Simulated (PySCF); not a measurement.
F$_{4}$V (SMILES [F][V]([F])([F])[F]), doublet, at a GFN2-xTB geometry (such geometries of metal compounds can be far from the true shape) (the multiplicity is a formal guess). Base run: PBE/6-31G run with PySCF.

Input for PySCF:
```python
from pyscf import gto, scf, dft

mol = gto.M(
    atom='''
V    -0.000000    0.000000    0.000000
F     0.754420    0.947743   -1.105966
F     0.398502   -1.087012    1.161950
F    -0.663305   -1.063403   -1.058172
F    -0.489617    1.202672    1.002188
''',
    basis='6-31g',
    charge=0,
    spin=1,
    verbose=4,
)

mf = dft.UKS(mol)
mf.xc = 'pbe'
mf.kernel()
```

The base run was repeated with changes; each row names its change, and settings that it needs were set with it.

```json
[
 {"change": "base", "ΔE vs base (µEh)": "0.0", "SCF cycles": "11", "<S^2>": "0.752", "outcome": "converged"},
 {"change": "solver = newton", "ΔE vs base (µEh)": "0.0", "SCF cycles": "-", "<S^2>": "0.752", "outcome": "converged"},
 {"change": "conv_tol = 1e-7", "ΔE vs base (µEh)": "0.0", "SCF cycles": "9", "<S^2>": "0.752", "outcome": "converged"},
 {"change": "level_shift = 0.3 (with mf.max_cycle = 100)", "ΔE vs base (µEh)": "0.0", "SCF cycles": "19", "<S^2>": "0.752", "outcome": "converged"},
 {"change": "level_shift = 0.5 (with mf.max_cycle = 100)", "ΔE vs base (µEh)": "0.0", "SCF cycles": "27", "<S^2>": "0.752", "outcome": "converged"},
 {"change": "diis_space = 12", "ΔE vs base (µEh)": "0.0", "SCF cycles": "11", "<S^2>": "0.752", "outcome": "converged"},
 {"change": "conv_tol_grad = 1e-3", "ΔE vs base (µEh)": "0.0", "SCF cycles": "11", "<S^2>": "0.752", "outcome": "converged"},
 {"change": "diis = off; damp = 0.3 (with mf.diis_start_cycle = 200; with mf.max_cycle = 150)", "ΔE vs base (µEh)": "-", "SCF cycles": "150", "<S^2>": "-", "outcome": "not converged"},
 {"change": "DIIS = ADIIS", "ΔE vs base (µEh)": "0.0", "SCF cycles": "29", "<S^2>": "0.752", "outcome": "converged"},
 {"change": "init_guess = vsap", "ΔE vs base (µEh)": "-", "SCF cycles": "50", "<S^2>": "-", "outcome": "not converged"},
 {"change": "conv_tol = 1e-4", "ΔE vs base (µEh)": "5.3", "SCF cycles": "7", "<S^2>": "0.752", "outcome": "converged"},
 {"change": "diis = off; damp = 0.6 (with mf.diis_start_cycle = 200; with mf.max_cycle = 150)", "ΔE vs base (µEh)": "-", "SCF cycles": "150", "<S^2>": "-", "outcome": "not converged"},
 {"change": "init_guess = huckel", "ΔE vs base (µEh)": "-", "SCF cycles": "50", "<S^2>": "-", "outcome": "not converged"}
]
```

Open shells are given as the SCF converged; they aren't shown to be the lowest states, and a large step between rows can be another state.
